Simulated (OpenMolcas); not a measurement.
## Ar VII: from CASSCF to CASPT2

```yaml
Program: OpenMolcas 26.06
Basis: ANO-RCC-VDZP [4s3p1d]
Scalar_Hamiltonian: X2C, point nucleus
Active_space: 2 electrons in 4 orbitals (3s 3p)
State_averaging: 2S+1 = 3 even, 3 roots; 2S+1 = 1 even, 6 roots (1 in the spin-orbit step); 2S+1 = 3 odd, 3 roots; 2S+1 = 1 odd, 3 roots
Spin-orbit_coupling: state interaction with AMFI integrals over the reference wave functions, term energies averaged over their components
```

Methods on the same reference wave functions:
A. CASSCF
B. SS-CASPT2, IPEA 0.25 Eh, imaginary shift 0.1 Eh (closed shells correlated: 2s 2p)

Energies in cm⁻¹ above 3s² ¹S₀, the measured ground level; measured values from Saloman, J. Phys. Chem. Ref. Data 39, 033101 (2010).

```csv
Level,A,B,Measured
3s² ¹S₀,0.0,0.0,0.0
3s 3p ³P°₀,114308,113884,113101
3s 3p ³P°₁,114993,114568,113906
3s 3p ³P°₂,116403,115980,115590
3s 3p ¹P°₁,187456,178811,170722
```

Deviations, from unrounded energies. A percentage is the sum of absolute deviations over the sum of measured energies, with the sign that they share, or ± where signs differ.

```csv
Against measurement,Levels,A,B
mean absolute deviation (cm-1),4,5000,2500
other configurations (%),4,+3.9,+1.9
```

B lies closest to measurement on these levels. The largest miss of B in the table is 3s 3p ¹P°₁, by +8100 cm-1. The ranking rests on the paired levels alone, and a cruder setting can come out closer through cancelling errors.

The lowest spin-free term lies below A's lowest term by 0.012 hartree in B.

The basis is small and was not contracted for so high a charge. Computed and measured levels are paired by configuration, term and J; levels that our copy of the source lacks, or whose pairing is in doubt (as where it misses far off the trend of its configuration), stay unpaired and out of the deviations. Only configurations of the active space appear. Levels that lie high or do not pair safely by name in every column are left out.

° marks odd parity.
